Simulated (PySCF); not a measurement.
These compounds are isomers of formula C$_{5}$H$_{4}$F$_{4}$O$_{2}$.

A. SMILES F[C@H]1C=C(OC(F)(F)F)CO1
B. `F/C=C/O/C=C(\F)OC(F)F`
C. `C(=C)(OC(F)F)C(=O)C(F)F`
D. `[C@H]1(F)[C@H](C(=O)C(F)(F)F)OC1`

Spectrum 1. ¹H NMR (300 MHz, computed): δ 5.26 (m, 1H), 5.14 (m, 1H), 4.94 (m, 1H), 4.88 (m, 1H). ¹³C{¹H} NMR (computed): δ 198.7 (C, qd, J = 36.7, 6.6 Hz), 120.6 (C, q, J = 358.7 Hz), 91.7 (CH, d, J = 21.5 Hz), 89.4 (CH, d, J = 285.6 Hz), 79.1 (CH2, d, J = 22.1 Hz).

Spectrum 2. ¹H NMR (300 MHz, computed): δ 6.29 (t, J = 60.0 Hz, 1H), 6.19 (dt, J = 2.0, 1.5 Hz, 1H), 5.93 (t, J = 80.4 Hz, 1H), 5.40 (d of quint, J = 2.0, 1.5 Hz, 1H). ¹³C{¹H} NMR (computed): δ 188.6 (C, t, J = 23.7 Hz), 156.3 (C), 119.8 (CH, t, J = 327.1 Hz), 111.6 (CH, t, J = 310.0 Hz), 110.7 (CH2).

Spectrum 3. ¹H NMR (300 MHz, computed): δ 7.27 (dd, J = 83.6, 10.5 Hz, 1H), 6.75 (dd, J = 10.5, 5.7 Hz, 1H), 6.11 (t, J = 82.9 Hz, 1H), 5.77 (d, J = 11.4 Hz, 1H). ¹³C{¹H} NMR (computed): δ 151.8 (C, dt, J = 354.5, 5.6 Hz), 149.3 (CH, d, J = 319.2 Hz), 142.9 (CH, d, J = 46.2 Hz), 124.1 (CH, d, J = 22.8 Hz), 118.1 (CH, td, J = 329.5, 4.5 Hz).

Spectrum 4. ¹H NMR (300 MHz, computed): δ 6.40 (m, 1H), 5.45 (qtd, J = 3.2, 2.7, 1.7 Hz, 1H), 4.77 (m, 1H), 4.52 (m, 1H). ¹³C{¹H} NMR (computed): δ 159.9 (C, dq, J = 10.2, 1.5 Hz), 126.7 (C, q, J = 338.6 Hz), 117.6 (CH, d, J = 288.4 Hz), 106.7 (CH, d, J = 20.8 Hz), 73.0 (CH2, d, J = 8.5 Hz).

All values are calculated (PySCF): coordinates at the PBE0-D3(BJ)/def2-SVP level, B3LYP/pcJ-1 coupling constants (spin–dipole term left out of most H,H and C,H couplings), PBE0/pcSseg-1 with gauge-including orbitals. Relativity neglected, gas phase, one conformer, one averaged value for each set of equivalent atoms.

Shifts are taken against calculated references (same method and geometry level): TMS for ¹H (σ = 31.27 ppm), ¹³C (σ = 184.41 ppm). Multiplet labels drop J under 1 Hz and among equivalent protons, and merge close values. Unscaled 3J(H,H) run several per cent high. Vicinal couplings that depend on rotamer populations or ring flexing (ring, CH–CH, X–H and H–F types) are those of the one conformer. One-bond C–F couplings are unscaled and too large by tens of Hz. Shifts are as computed. Against solution values, carbons near 30 ppm lie about +2 ppm off and those near 130 ppm about +5 ppm. Of 1313 compounds with measured shifts, 239 miss one by over three times the rms of a fit or turn the order of signals round; such compounds aren't used in these exercises.

Task: Which spectrum belongs to which compound?

Result: 1–D, 2–C, 3–B, 4–A.

- Spectrum 1 (D): 5 ¹³C signals; δC 198.7 is a ketone carbonyl carbon; δC 120.6 is a CF3 carbon.
- Spectrum 2 (C): 5 ¹³C signals; δC 188.6 is a ketone carbonyl carbon; δC 156.3 is an alkene carbon bearing oxygen.
- Spectrum 3 (B): 5 ¹³C signals; δC 151.8 is an alkene carbon bearing oxygen; δC 142.9 is an alkene carbon bearing oxygen.
- Spectrum 4 (A): 5 ¹³C signals; δC 159.9 is an alkene carbon bearing oxygen; δC 126.7 is a CF3 carbon.
